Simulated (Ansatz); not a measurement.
A made-up structure of LiAlClF, closed shell:

```
4
angstrom
Li -0.2651 0.4887 1.6935
Al -0.0124 -0.1310 -0.0503
F -0.2018 -1.7654 -0.5111
Cl 0.4794 1.4077 -1.1321
```

It is relaxed with PBE-D4/def2-SVP and then PBE0-D4/def2-TZVP (Ansatz 0.2.0). Atoms count as bonded within 1.22 times the sum of their covalent radii (H–H: 0.88 Å). The end point is not checked to be a true minimum.

Does its bonding change? (A judgement: the text doesn't fix the answer.)

By the calculation: No: no bond forms or breaks.

Where it ends: The first stage lowers the energy by 2.58 eV in 9 steps. It ends as LiAlClF ([Li][Al]([F])[Cl]):
| atom | x (Å) | y (Å) | z (Å) |
| --- | --- | --- | --- |
| Li1 | -0.4063 | 0.5278 | 2.4092 |
| Al2 | -0.0070 | -0.1235 | -0.0709 |
| F3 | -0.1406 | -1.6572 | -0.7156 |
| Cl4 | 0.5539 | 1.2528 | -1.6226 |

Labels in which every atom is bracketed show which atoms are joined, not bond orders.

For scale, one of the runs: PBE0-D4/def2-TZVP relaxation, 119 basis functions, launched by `ansatz run in.yaml --threads 2 --pin off --events-out ev --progress --plain --max-ram 4352MiB`. The run took about 4.5 s on 2 CPU threads of an AMD EPYC 9R45 (shared host).
